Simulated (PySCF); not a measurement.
Computed shifts of a molecule C₄H₄ClF, PySCF with PBE/pcSseg-1, GIAO, gas phase, atoms alike by connectivity averaged where their shifts nearly agree, in ppm (number of nuclei): ¹³C: 169.0 (1), 134.4 (1), 121.9 (1), 116.5 (1). ¹⁹F: -142.4 (1). ¹H: 6.25 (1), 6.09 (1), 5.73 (1), 5.68 (1). References: ¹³C against TMS (σ = 182.0 ppm); ¹⁹F against CFCl3 (σ = 133.6 ppm); ³⁵Cl against HCl (σ = 936.5 ppm); ¹H against TMS (σ = 31.49 ppm), references at their B3LYP-D3(BJ)/def2-TZVP geometries, non-relativistic (without spin–orbit terms, shifts of atoms bonded to Cl or Br come out too high). The structure is a stationary point at B3LYP-D3(BJ)/def2-SVP. The values are those of a single conformer.

**Question.** Identify the compound among the candidates.
(A) C=C/C(F)=C/Cl
(B) CC(Cl)=C=CF
(C) C=C(F)/C=C\Cl
(D) CC=C=C(F)Cl

**Answer.** A, C=C/C(F)=C/Cl
